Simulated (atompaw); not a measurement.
What the settings do to the PAW (atompaw) potential of W

Base potential:

atompaw 4.2.0.5 input, output lines left out:

```
W 74
GGA-PBESOL scalarrelativistic loggrid 2001 logderivrange -8 5 326
6 6 5 4 0 0
6 1 0
5 2 4
0 0 0
c
c
c
c
v
v
c
c
c
v
v
c
c
v
c
2
2.40 2.00 1.60 1.45
n
n
y
4.5
n
custom rrkj vanderbiltortho sinc
3 0.5 troulliermartins
1.30
2.40
1.75
2.40
1.55
1.55
```

Cutoffs, loose and tight: the cutoffs (Ry, on a coarse ladder) from which the occupation-weighted sum of valence levels, in a spherical-Bessel basis at the reference potential, stays within 10 and 1 mRy of its value at 400 Ry. They see the waves, projectors and local potential, not the compensation charge or the core. A dash means not determined.

A true bound ghost makes a file unfit for plane-wave use even where its test errors are small: the radial tests pick states by their node count and pass the ghost by.

| change | outcome | cutoff, loose | cutoff, tight | bound ghosts |
| --- | --- | --- | --- | --- |
| base | generated | 40 Ry | 70 Ry | s |
| all radii scaled by about 1.09 (s 1.42, p 1.90, d 1.68 bohr); local potential troulliermartins scheme with l = 3 at 0.5 Ry, radius 1.74 bohr; augmentation sinc compensation charge, radius 2.18 bohr; PAW radius 2.60 bohr; waves and projectors: custom rrkj vanderbiltortho; core correction smooth core density matched at 1.58 bohr | generated | 35 Ry | 55 Ry | s |
| augmentation sinc compensation charge, radius 1.06 bohr; PAW radius 2.40 bohr; waves and projectors: custom rrkj vanderbiltortho | generated, no UPF (negative core plus compensation charge) | 40 Ry | 70 Ry | s |
| augmentation sinc compensation charge, radius 2.00 bohr; PAW radius 2.40 bohr; waves and projectors: custom polynom2 7 10 vanderbiltortho | generated | 30 Ry | 140 Ry | s |
| functional PBE | generated | 40 Ry | 70 Ry | s |
| wave 5d channel at 4.5 Ry: rc 1.55 bohr becomes 5d channel at 0.09 Ry: rc 1.55 bohr | generated | 40 Ry | 70 Ry | s |

**Question.** What comes out with this change to the base: wave 6s (bound): rc 2.40 bohr becomes 6s (bound): rc 1.84 bohr?

**Answer.** outcome: failed: atompaw: The overlap operator has at least one negative eigenvalue!. Cause: the overlap operator built from these waves and projectors is not positive definite.
